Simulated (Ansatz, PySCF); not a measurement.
CH₇FN₂Si, SMILES F[Si@H](NC)N. Atoms are numbered in the order given.

```xyz
12

C      2.1757     0.0209     1.0791
N      1.0462    -0.5251     0.3539
Si    -0.5062     0.1704     0.2038
N     -1.6010    -1.0917    -0.1769
F     -0.7115     1.2201    -1.0323
H      1.8251     0.7956     1.7790
H      2.6893    -0.7496     1.6813
H      2.9308     0.4932     0.4225
H      1.2835    -1.2772    -0.2881
H     -0.7077     0.9995     1.4243
H     -2.4677    -0.8853    -0.6626
H     -1.6907    -1.9091     0.4163
```
Charge 0, spin multiplicity 1.

Coordinates come from a r2SCAN-D4/def2-SVP optimisation. The structure was generated by enumeration; whether it is a known compound was not checked. Other conformers were not sampled.

Two levels are set side by side: PBE-D3(BJ)/def2-SVP (Ansatz, an electronic-structure program) and r2SCAN-D4/def2-SVP (Ansatz). Each level has its own optimised geometry; the coordinates shown are those of the second. Frequencies come from the Hessian of PySCF at each geometry. Differences are taken from unrounded values.

```csv
quantity,r2SCAN-D4,PBE-D3(BJ),PBE-D3(BJ) minus r2SCAN-D4
mean bond length (Å),1.305,1.314,0.009
bond C1–N2 (Å),1.449,1.451,0.002
bond N2–Si3 (Å),1.708,1.719,0.011
bond Si3–N4 (Å),1.714,1.727,0.014
bond Si3–F5 (Å),1.635,1.648,0.013
bond C1–H6 (Å),1.101,1.109,0.008
bond C1–H7 (Å),1.105,1.113,0.008
bond C1–H8 (Å),1.106,1.115,0.008
bond N2–H9 (Å),1.017,1.023,0.007
bond Si3–H10 (Å),1.489,1.501,0.012
bond N4–H11 (Å),1.015,1.022,0.007
bond N4–H12 (Å),1.014,1.022,0.008
highest harmonic wavenumber (cm⁻¹),3695,3604,-91
mean harmonic wavenumber (cm⁻¹),1356,1321,-35
zero-point energy (kcal/mol),58.16,56.64,-1.52
```
